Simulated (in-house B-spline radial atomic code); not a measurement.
## Binding energies in the gold ion Au²⁺

NIST's tabulated ground configuration is [Xe] 4f14 5d9; each binding energy is the energy of the ion with one electron taken from that subshell, relaxed, less that of the parent. Method: Dirac-Kohn-Sham LDA VWN5, spherical fractional occupations, Fermi nucleus of rms radius 5.4371 fm. Calculated with a B-spline radial code for spherical atoms. Energies include first-order Breit, QED and recoil terms.

```
subshell  X-ray name  binding energy (eV)  -ε (eV)  relaxation (eV)
      1s           K              80788.8  80566.9           -608.2
      2s          L1              14282.6  14224.4           -112.5
   2p1/2          L2              13743.3  13650.2           -145.7
   2p3/2          L3                11906  11816.6           -122.1
      3s          M1               3395.2   3373.3            -33.0
   3p1/2          M2               3138.6   3113.4            -35.6
   3p3/2          M3               2734.7   2708.9            -31.9
   3d3/2          M4               2308.5   2273.9            -38.5
   3d5/2          M5               2221.4   2186.9            -37.1
      4s          N1                761.2    748.5            -15.2
   4p1/2          N2                650.4    637.4            -15.2
   4p3/2          N3                553.4    540.2            -14.4
   4d3/2          N4                371.3    357.7            -14.1
   4d5/2          N5                353.3    339.6            -13.9
      5s          O1                138.3    130.1             -8.6
   4f5/2          N6                118.8    105.2            -13.3
   4f7/2          N7                  115    101.4            -13.2
   5p1/2          O2                101.8     93.8             -8.2
   5p3/2          O3                84.75    77.06            -7.82
      5d        O4,5                34.18    27.64            -6.54
```

Relaxation = -ε minus the binding energy without Breit, QED and recoil terms. With a density functional, K lines can miss by some tenths of a per cent, more in light atoms. For a density functional the relaxation so defined is negative, because -ε of a Kohn-Sham level is smaller than the binding energy.

Emission lines follow as differences of binding energies, with λ = 12398.42 eV·Å / E:

| line | holes | energy (eV) | wavelength (Å) |
| --- | --- | --- | --- |
| K-L3 | 1s → 2p3/2 | 68882.8 | 0.17999 |
| K-L2 | 1s → 2p1/2 | 67045.5 | 0.18493 |
| K-M3 | 1s → 3p3/2 | 78054.1 | 0.15884 |
| L3-M5 | 2p3/2 → 3d5/2 | 9684.6 | 1.2802 |
| L2-M4 | 2p1/2 → 3d3/2 | 11434.8 | 1.0843 |
| L1-M3 | 2s → 3p3/2 | 11547.9 | 1.0737 |
| L3-M1 | 2p3/2 → 3s | 8510.8 | 1.4568 |
| L2-N4 | 2p1/2 → 4d3/2 | 13372.0 | 0.92719 |
| M5-N7 | 3d5/2 → 4f7/2 | 2106.4 | 5.8861 |
| M4-N6 | 3d3/2 → 4f5/2 | 2189.7 | 5.6622 |

What screening constant σ does Moseley's law, E = (3/4)·13.6057 eV·(Z - σ)², need for K-L3?

σ = -3.16.

Moseley's non-relativistic formula needs a falling, then negative, screening constant for heavy elements, because relativity binds the 1s electron more strongly than the formula allows.

What does it cost to remove both a 2s and a 4f7/2 electron?

14428 eV, which is 30.23 eV more than the two single binding energies together.

What does it cost to remove both a 4p1/2 and a 5p1/2 electron?

771.57 eV, which is 19.4 eV more than the two single binding energies together.

What does it cost to remove both a 3p1/2 and a 4d3/2 electron?

3544.3 eV, which is 34.32 eV more than the two single binding energies together.
